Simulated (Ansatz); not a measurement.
Cost and result up the ladder for the cluster Pd₃H₅ (8 atoms). Total charge 0; doublet. Geometry: PBE-D4/def2-SVP.

```xyz
8

Pd   -1.169   -0.805   -0.394
Pd    1.239    0.395   -0.182
Pd   -0.497    0.193    1.952
H     0.895    0.968    1.436
H    -1.467    0.486    0.567
H     1.537    0.410   -1.879
H    -2.544   -1.379    0.075
H     2.006   -0.270   -1.576
```

Ansatz on 2 threads of Arm Neoverse V2 on a shared host. Times are rough, and most runs start from the orbitals of an earlier one. PBE0-D4/def2-TZVP serves as the yardstick here, not as an exact answer. Differences are given only for rows in sets of like size (and for xTB, whose basis is part of the method), since another set adds its own error. Binding counts from free atoms at the same level (Pd singlet, H doublet; other spins of the atoms weren't run), without zero-point energy or a counterpoise term.

In the def2 sets Pd takes a core potential; there is no spin–orbit coupling. Correlated methods freeze no core orbitals; core or outer-core shells of Pd are correlated, in sets that lack core-valence functions. The rows differ in basis, and correlated rows in double-zeta sets carry the largest basis error. In the doublet, H6 and H8 lie 0.88 Å apart (atoms count from 1), so H2 has formed as a molecule. No other spin state of charge 0 was run. Another isomer (doublet) lies 0.05 eV lower at PBE0-D4/def2-TZVP; other spin states weren't run for this one.

Correlated methods converge slowly with the basis, most of all in double-zeta sets.

```json
{"level": "PBE-D4/def2-TZVP (with forces)", "functions": "150", "wall time": "7 s", "binding energy per atom (eV)": "2.26", "difference from PBE0-D4/def2-TZVP (eV)": "0.20", "remarks": "–"}
{"level": "PBE0-D4/def2-TZVP", "functions": "150", "wall time": "11 s", "binding energy per atom (eV)": "2.06", "difference from PBE0-D4/def2-TZVP (eV)": "0.00", "remarks": "–"}
{"level": "r2SCAN-D4/def2-TZVP", "functions": "150", "wall time": "14 s", "binding energy per atom (eV)": "2.33", "difference from PBE0-D4/def2-TZVP (eV)": "0.27", "remarks": "–"}
{"level": "B97M-V/def2-TZVP", "functions": "150", "wall time": "26 s", "binding energy per atom (eV)": "2.21", "difference from PBE0-D4/def2-TZVP (eV)": "0.15", "remarks": "–"}
{"level": "CCSD(T)/def2-SVP", "functions": "118", "wall time": "7.6 min", "binding energy per atom (eV)": "2.07", "difference from PBE0-D4/def2-TZVP (eV)": "–", "remarks": "spin-contaminated (⟨S²⟩ 0.91)"}
```
